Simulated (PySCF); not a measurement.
**ClRuN + HCl → HRuN + Cl₂**

Level: PBE0 in the def2-TZVP basis family, computed in PySCF with density fitting; scalar-relativistic core potentials for atoms from Rb on, none lighter, no spin–orbit coupling; open shells unrestricted.

```json
{"species": "ClRuN", "state and structure": "singlet, Cs, Ru–Cl 2.277 Å, Ru–N 1.543 Å; Cl–Ru–N 139.9°", "E (Eh)": "-609.64901", "ZPE (kJ/mol)": "10.6", "H(298 K) − H(0) (kJ/mol)": "12.6", "S° (J/(mol K))": "289.9"}
{"species": "HCl", "state and structure": "singlet, C∞v, H–Cl 1.279 Å", "E (Eh)": "-460.66440", "ZPE (kJ/mol)": "17.9", "H(298 K) − H(0) (kJ/mol)": "8.7", "S° (J/(mol K))": "186.6"}
{"species": "HRuN", "state and structure": "singlet, Cs, Ru–H 1.632 Å, Ru–N 1.548 Å; H–Ru–N 105.7°", "E (Eh)": "-150.10761", "ZPE (kJ/mol)": "22.0", "H(298 K) − H(0) (kJ/mol)": "10.6", "S° (J/(mol K))": "252.0"}
{"species": "Cl₂", "state and structure": "singlet, D∞h, Cl–Cl 1.982 Å", "E (Eh)": "-920.08940", "ZPE (kJ/mol)": "3.5", "H(298 K) − H(0) (kJ/mol)": "9.1", "S° (J/(mol K))": "222.5"}
```

Problem. What is the electronic reaction energy?

Solution. At PBE0/def2-TZVP, ΔE = 305.6 kJ/mol from the differences of the total energies times 2625.5, uphill. 

Problem. Add zero-point, thermal and entropy terms for 298.15 K and 1 bar.

Solution. ΔZPE = -3.0 and Δ[H(298) − H(0)] = -1.6 kJ/mol give ΔH° = 301.0 kJ/mol. ΔS° = -2.0 J/(mol K), so ΔG° = 301.0 − 298.15 × (-0.0020) = 302 kJ/mol.

The structures come from searches over a few start shapes, so lower isomers are not excluded.
